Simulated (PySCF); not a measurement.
## How methods differ on the ionisation energy of Cd²⁺

Cd²⁺ [Kr] 4d10 → Cd³⁺ [Kr] 4d9 [4d3/2^4 4d5/2^5, M_J = 5/2], as a difference of total energies. Calculation: PySCF 2.14, in x2c-SVPall-2c (6s9p6d1f, 70 functions); the two-component X2C-1e Hamiltonian. Correlated levels: [Ar] 3d10 frozen; the 6 highest virtual spinors dropped. "Screened" scales the spin-orbit matrix elements by Boettger's factors to mimic the two-electron term; Breit and QED terms are absent.

```
                    method  ionisation energy (eV)
           GHF (spin-free)                  36.062
          GMP2 (spin-free)                  37.273
 GHF (screened spin-orbit)                  35.764
GMP2 (screened spin-orbit)                  36.967
```

Problem. How much does correlation contribute at GMP2 (screened spin-orbit)?

Solution. 36.967 − (35.764) = 1.203 eV, measured against GHF (screened spin-orbit).

The spin-free rows lack the spin-orbit shift.

Errors of the correlated levels include the incompleteness of this basis and the frozen core.

For comparison: 37.468 ± 0.006 eV (measured; NIST Atomic Spectra Database, ionization energies).
